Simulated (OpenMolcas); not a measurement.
# Levels of Zr I by method

- Program: OpenMolcas
- Basis: ANO-R3 [8s6p5d3f2g1h]
- Scalar Hamiltonian: X2C, finite nucleus
- Active space: 2 electrons in 5 orbitals (4d)
- State averaging: 2S+1 = 3 even, 10 roots; 2S+1 = 1 even, 15 roots
- Spin-orbit coupling: state interaction with AMFI integrals over the reference wave functions, term energies averaged over their components

Methods on the same reference wave functions:
A. CASSCF
B. SS-CASPT2, IPEA 0.25 Eh, imaginary shift 0.1 Eh (closed shells correlated: 4s 4p 5s)

Energies in cm-1 above 4d2 5s2 3F2, the measured ground level; measured values from NIST Handbook of Basic Atomic Spectroscopic Data.

```tsv
Level	A	B	Measured
4d2 5s2 3F2	0.0	0.0	0.0
4d2 5s2 3F3	583	613	570
4d2 5s2 3F4	1301	1326	1241
4d2 5s2 1D2	8243	4670	
4d2 5s2 3P0	9314	7350	4197
4d2 5s2 3P1	9534	7590	4376
4d2 5s2 3P2	10061	8040	
4d2 5s2 1G4	12425	9520	8057
4d2 5s2 1S0	29407	19750
```

Deviations, from unrounded energies. A percentage is the sum of absolute deviations over the sum of measured energies, with the sign that they share, or ± where signs differ.

| Against measurement | Levels | A | B |
| --- | --- | --- | --- |
| mean absolute deviation (cm-1) | 5 | 2900 | 1600 |
| fine structure of the ground term (%) | 2 | +4.0 | +7.0 |
| other terms of the ground configuration (%) | 3 | +88.0 | +47.1 |

B lies closest to measurement on these levels. The largest miss of B in the table is 4d2 5s2 3P1, by +3200 cm-1. The ranking rests on the paired levels alone, and a cruder setting can come out closer through cancelling errors.

From A to B the spin-free energies of the other terms of 4d2 5s2 shown, above 3F, scale by factors of 0.51 to 0.78.

The lowest spin-free term lies below A's lowest term by 0.351 hartree in B.

CASPT2 does not keep the components of a term degenerate, so their means are used; among the terms shown or strongly mixed into the levels shown the widest spread is 530 cm-1 (4d2 5s2 3F, B). With the s shell closed, the reference lacks s² → p², s² → d² and s → d mixing, so excited terms can stand far too high and out of order, with CASPT2 too. Without dynamic correlation excited terms often stand tens of per cent too high (terms of higher spin than the ground term too low), and those without a measured partner can miss by more than the paired ones (holds for A). Some terms miss by over 15 % even with CASPT2, which points to a basis or an active space too small for the shells correlated (holds for B). Measured partners are found by configuration, term and J. A level has none where our copy of the source lacks it or the pairing is in doubt (some pairs that miss far off the trend of their configuration count as doubtful), and it then counts in no deviation. Levels of configurations outside the active space are missing.
